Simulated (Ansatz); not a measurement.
P₇⁺, relaxed as a singlet with RKS PBE-D4/def2-SVP in Ansatz, starting from the GFN2-xTB geometry. Force threshold 0.02 eV/Å.

Another isomer (singlet) lies 0.40 eV lower at PBE0-D4/def2-TZVP; other spin states weren't run for this one.

Start:

```xyz
7

P     0.096   -1.734    0.253
P    -1.773   -0.590   -0.150
P    -0.615    0.859   -1.492
P     1.608    0.120    0.696
P    -0.643    0.134    1.629
P     0.186    1.815    0.425
P     1.140   -0.604   -1.360
```

(1) Estimate the energy that the relaxation releases and the steps that it takes.

(2) Does the start keep its bonding and symmetry?

(3) Predict the relaxed structure.

Results:

(1) 3.3 kcal/mol, in 5 steps; 5.5 s on 4 threads of Arm Neoverse V2 on a shared host. No frequencies were taken in this run, so the end may be a saddle point.

(2) By distances, no bond broke or formed. The bond that changes most is P1–P4, from 2.43 to 2.53 Å (atoms count from 1). Point group C3v at the start, C3v at the end, both within 0.05 Å.

(3) 
```xyz
7

P     0.098   -1.801    0.259
P    -1.762   -0.577   -0.160
P    -0.642    0.896   -1.559
P     1.669    0.127    0.720
P    -0.668    0.140    1.690
P     0.180    1.806    0.410
P     1.126   -0.592   -1.358
```
Bond lengths: 12 × P–P 2.27 to 2.53 Å.
